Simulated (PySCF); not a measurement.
From computed data to an observable: dipole moment from atomic charges

GeH5MgN, SMILES [NH2][Mg][GeH3]. Atoms are numbered in the order given.

```xyz
8

Mg    -0.2151     1.0675    -0.7433
N     -0.5168     2.5999    -1.8114
H     -0.8852     3.4946    -1.4999
H     -0.3402     2.6897    -2.8084
Ge     0.2033    -1.0198     0.7104
H      1.1623    -2.0435     0.0535
H      0.8394    -0.6966     2.0851
H     -1.0815    -1.8206     1.0364
```

Geometry optimised at PBE0-D3(BJ)/def2-SVP. One conformer was computed; it need not be the lowest.

Charges (e) from CAM-B3LYP/def2-TZVPD (PySCF):

```json
[
 {"atom": "Mg1", "ESP fit": "1.140", "IAO": "1.398"},
 {"atom": "N2", "ESP fit": "-1.574", "IAO": "-1.293"},
 {"atom": "H3", "ESP fit": "0.452", "IAO": "0.243"},
 {"atom": "H4", "ESP fit": "0.452", "IAO": "0.243"},
 {"atom": "Ge5", "ESP fit": "-0.692", "IAO": "-0.350"},
 {"atom": "H6", "ESP fit": "0.076", "IAO": "-0.080"},
 {"atom": "H7", "ESP fit": "0.074", "IAO": "-0.080"},
 {"atom": "H8", "ESP fit": "0.072", "IAO": "-0.080"}
]
```

The dipole moment of the full density is 1.35 D.

### Question
What dipole moment does each set of point charges give, and which comes closer to that of the density?

### Answer

μ = Σ q r, and 1 e Å = 4.8032 D.
ESP fit: Σ q r = (-0.054, 0.288, -0.202) e Å, |μ| = 1.71 D.
IAO: Σ q r = (-0.075, 0.355, -0.247) e Å, |μ| = 2.11 D.
ESP fit comes closer in size. Point charges leave out the atoms' own dipoles (lone pairs, polarised bonds); fits to the potential absorb them, partitions of the density don't.
